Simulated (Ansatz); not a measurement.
Geometry optimisation, RKS PBE0/6-31G in Ansatz.

input.yaml

```yaml
crystal:
  periodic: [false, false, false]
  atoms:
    - { symbol: C, position_ang: [0.242, -0.3953, -1.6349] }
    - { symbol: C, position_ang: [0.9171, -0.4302, -0.3086] }
    - { symbol: B, position_ang: [-0.0855, -0.0816, 0.8972] }
    - { symbol: O, position_ang: [-0.2976, -1.1031, 1.8928] }
    - { symbol: B, position_ang: [-0.6413, 1.451, 1.0949] }
    - { symbol: Cl, position_ang: [-1.7415, 1.8695, 2.538] }
    - { symbol: H, position_ang: [-0.6349, -1.0578, -1.6624] }
    - { symbol: H, position_ang: [-0.1395, 0.6972, -1.839] }
    - { symbol: H, position_ang: [0.899, -0.6049, -2.4213] }
    - { symbol: H, position_ang: [1.7774, 0.2837, -0.2814] }
    - { symbol: H, position_ang: [1.3091, -1.4547, -0.1498] }
    - { symbol: H, position_ang: [-1.1733, -1.5392, 1.5672] }
    - { symbol: H, position_ang: [-0.4105, 2.3306, 0.322] }
basis:
  gaussian: { orbitals: "6-31G" }
hamiltonian:
  xc: pbe0
relax:
  f_tol: 0.02
  max_steps: 50
output:
  orbitals: {}
```

Command:

```bash
$ ansatz run input.yaml --threads 1 --pin off --max-ram 2048MiB --backend cpu --events-out ev --progress --plain --runs-dir out
```

Where does it end, and by what steps?

The forces met the threshold. Limits of this set-up: no polarisation functions. After 30 steps the energy has fallen by 1.384 eV; H12 moved furthest, 1.25 Å.

| step | energy less start (eV) | largest force component (eV/Å) | accepted |
| --- | --- | --- | --- |
| 0 | 0.0000 | 2.947 | yes |
| 2 | -0.6516 | 5.071 | yes |
| 4 | -1.2287 | 2.245 | yes |
| 6 | -1.3680 | 0.141 | yes |
| 8 | -1.3745 | 0.135 | no |
| 10 | -1.3791 | 0.036 | yes |
| 12 | -1.3805 | 0.064 | yes |
| 14 | -1.3815 | 0.052 | yes |
| 16 | -1.3823 | 0.049 | yes |
| 18 | -1.3829 | 0.050 | yes |
| 20 | -1.3834 | 0.035 | yes |
| 22 | -1.3837 | 0.024 | yes |
| 24 | -1.3838 | 0.023 | yes |
| 26 | -1.3839 | 0.027 | yes |
| 28 | -1.3840 | 0.042 | no |
| 30 | -1.3841 | 0.020 | yes |

```xyz
13
Properties=species:S:1:pos:R:3
C 0.310 -0.246 -1.739
C 0.880 -0.601 -0.353
B -0.053 -0.200 0.842
O -0.255 -1.132 1.838
B -0.804 1.343 0.992
Cl -2.045 1.543 2.311
H -0.617 -0.795 -1.940
H 0.087 0.824 -1.822
H 1.018 -0.497 -2.537
H 1.835 -0.062 -0.220
H 1.123 -1.670 -0.296
H -0.837 -0.880 2.577
H -0.620 2.339 0.363
```

Whether the end is a true minimum wasn't checked by a vibrational analysis.

Run time: 86 s on 1 CPU thread of a shared host.
